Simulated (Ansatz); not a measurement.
Start from `CNC(=N)[SiH3]` and change one atom or group to get `CNC(C)=N`.

Ansatz, PBE0-D4/def2-TZVP geometries, multiplicity 1. Each molecule was computed in one conformer, which needn't be the lowest.

| property | `CNC(=N)[SiH3]` |
| --- | --- |
| size of the dipole moment (B3LYP/def2-TZVPP) / D | 2.28 |
| HOMO energy (ωB97M-V/def2-TZVPP) / eV | -8.96 |
| HOMO energy (PBE0/def2-TZVPP) / eV | -6.71 |
| LUMO energy (ωB97M-V/def2-TZVPP) / eV | 1.84 |
| LUMO energy (PBE/def2-TZVPP) / eV | -0.95 |
| HOMO–LUMO gap (PBE0/def2-TZVPP) / eV | 6.69 |

(1) What does the change do to each property? (Estimate.)

## Answers

(1) Computed: 
```csv
property,`CNC(C)=N`,shift
size of the dipole moment (B3LYP/def2-TZVPP) / D,2.88,0.60
HOMO energy (ωB97M-V/def2-TZVPP) / eV,-8.76,0.20
HOMO energy (PBE0/def2-TZVPP) / eV,-6.49,0.22
LUMO energy (ωB97M-V/def2-TZVPP) / eV,2.25,0.41
LUMO energy (PBE/def2-TZVPP) / eV,0.03,0.98
HOMO–LUMO gap (PBE0/def2-TZVPP) / eV,7.36,0.67
```

With PBE0 the HOMO rises by 0.22 eV and the LUMO rises by 0.90 eV, so the gap widens by about 0.68 eV. PBE moves the HOMO by 0.27 eV and ωB97M-V by 0.20 eV. Dipoles are sizes alone; their direction can turn.

Positive LUMOs are unbound, so they and the gaps depend on the basis.

B3LYP here is the variant with VWN-RPA as its local correlation; programs differ in this.
